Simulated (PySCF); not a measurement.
## Electron correlation in Pr²⁺ (praseodymium, charge +2)

Starting occupation: [Xe] 4f3, 4f5/2 with m_j = +1/2, +3/2, +5/2. Computed with PySCF 2.14 in x2c-QZVPPall-2c, with X2C-1e with screened-nucleus spin-orbit coupling, Gaussian nucleus. Frozen: [Ar] 3d10; 29 electrons correlated; the 40 highest virtual spinors left out.

MP2 pair energies summed by pair of shells (mhartree):

```tsv
pair	energy	share (%)
4d-4d	-291.84	23.2
4d-4f	-163.90	13.0
4d-5p	-148.65	11.8
4d-4p	-135.04	10.7
5p-5p	-133.62	10.6
4f-5p	-93.11	7.4
4d-5s	-43.16	3.4
5p-5s	-42.97	3.4
4p-4p	-36.47	2.9
4d-4s	-30.64	2.4
4f-4p	-30.54	2.4
4f-5s	-20.59	1.6
4p-5p	-19.83	1.6
4f-4f	-18.28	1.5
4p-4s	-18.18	1.4
4p-5s	-10.46	0.8
5s-5s	-7.43	0.6
4f-4s	-6.82	0.5
4s-5p	-3.55	0.3
4s-4s	-3.29	0.3
4s-5s	-1.51	0.1
```

Total MP2 correlation energy: -1259.9 mhartree.

The GHF reference relaxed away from the jj start to a determinant that is no pure jj level (⟨S²⟩ = 3.73, ⟨J²⟩ = 26.90); the energies belong to that determinant.

This basis was not built for core-valence correlation, so the inner-shell part is incomplete.
